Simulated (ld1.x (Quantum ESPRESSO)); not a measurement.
**An all-electron radial function and its pseudo partner (Ge (Z = 32))**

Columns: radius, all-electron u(r) and pseudo u(r) of the 3d shell (level -29.26 eV) of germanium in the configuration [Ne] 3s2 3p6 3d10 4s2 4p2; revPBE, scalar-relativistic, PAW scheme, ld1.x (Quantum ESPRESSO) 7.5.

```csv
r (bohr),all-electron,pseudo
0.085,0.1170,0.0087
0.170,0.4475,0.0648
0.255,0.7779,0.1942
0.340,1.0058,0.3900
0.425,1.1229,0.6146
0.510,1.1524,0.8163
0.595,1.1240,0.9508
0.680,1.0619,0.9987
0.765,0.9828,0.9705
0.850,0.8972,0.8972
0.935,0.8113,0.8114
1.020,0.7288,0.7288
1.105,0.6516,0.6516
1.190,0.5806,0.5806
1.275,0.5161,0.5161
1.360,0.4579,0.4579
1.445,0.4058,0.4058
1.530,0.3594,0.3594
1.615,0.3180,0.3180
1.700,0.2813,0.2813
1.785,0.2488,0.2488
1.870,0.2199,0.2199
1.955,0.1944,0.1944
2.040,0.1717,0.1717
2.125,0.1517,0.1517
2.210,0.1340,0.1340
```

**Question.** How many radial nodes do the two functions have?

**Answer.** The all-electron 3d function has n − l − 1 = 0; the pseudo-wave has 0.

**Question.** At about which radius was the pseudo-wave matched?

**Answer.** 0.95 bohr. The columns agree to 0.0005 from 0.85 bohr on; several derivatives are matched, so the curves merge somewhat inside the radius.

**Question.** Is the pseudo-wave norm-conserving?

**Answer.** No, it belongs to a PAW set: the norm inside the radius is not constrained, and the difference is carried by the augmentation charge.
